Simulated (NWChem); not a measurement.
Species: CH3FMg; SMILES [CH3][Mg][F]

```xyz
6

Mg    -0.0770     0.2809     0.0014
F      0.2007     2.0247    -0.0011
C     -0.4036    -1.7715     0.0043
H      0.0622    -2.2590    -0.8686
H     -1.4794    -2.0131    -0.0233
H      0.0147    -2.2493     0.9061
```
Atoms are numbered in this order, from 1.

Results from NWChem. Geometry optimised at PBE0/def2-SVP; all other runs use it. Pople sets run with spherical d functions. Vzz has the sign of the potential's second derivative.

| quantity | level | value |
|---|---|---|
| Vzz Mg1 (a.u.) | CAM-B3LYP/6-31G* | -0.871 |
| anisotropy (bohr³), static | Hartree-Fock/def2-SVPD | 8.3 |
| −ε(HOMO) (eV) | PBE0/6-31+G* | 7.59 |
| orbital gap (eV) | B3LYP/def2-SVP | 6.13 |
| dipole (D) | PBE0/def2-SVP | 2.05 |
| highest harmonic frequency (cm⁻¹) | PBE0/def2-SVP | 3146 |
